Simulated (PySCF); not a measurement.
## How methods differ on the ionisation energy of Ir⁷²⁺

Ir⁷²⁺ [He] 2s2 2p1 (2P) → Ir⁷³⁺ [He] 2s2 (1S), as a difference of total energies. All numbers are calculated (PySCF 2.14, the spin-free X2C one-electron Hamiltonian (Gaussian nucleus), in an even-tempered Gaussian basis (18 s from 51 bohr⁻², ratio 2.2; 13 p from 66 bohr⁻², ratio 2.2; 5 d from 250 bohr⁻², ratio 2.4; 5 f from 370 bohr⁻², ratio 2.4; 4 g from 550 bohr⁻², ratio 2.4)). Correlated levels: nothing frozen; virtual orbitals above 40 to 60 times the deepest correlated orbital energy dropped. The calculations carry no spin-orbit coupling.

| method | ionisation energy (eV) |
| --- | --- |
| UHF | 19437.0 |
| LDA | 19425.4 |
| PBE | 19439.0 |
| PBE0 | 19438.7 |
| r2SCAN | 19442.9 |
| PW91 | 19441.1 |
| PBEsol | 19431.9 |
| MP2 (all electrons) | 19436.9 |
| SCS-MP2 (all electrons) | 19436.7 |

A first-order spin-orbit estimate (lowest level to lowest level, LS coupling) adds 1078.7 eV.

For this ion Breit and QED terms and the two-electron picture change, all absent here, outweigh the differences among the correlated methods.

First order in ζ underestimates the shift of j = l − 1/2 levels at high Z.

For comparison: 20650 ± 70 eV (theoretical estimate listed by NIST; NIST Atomic Spectra Database, ionization energies).
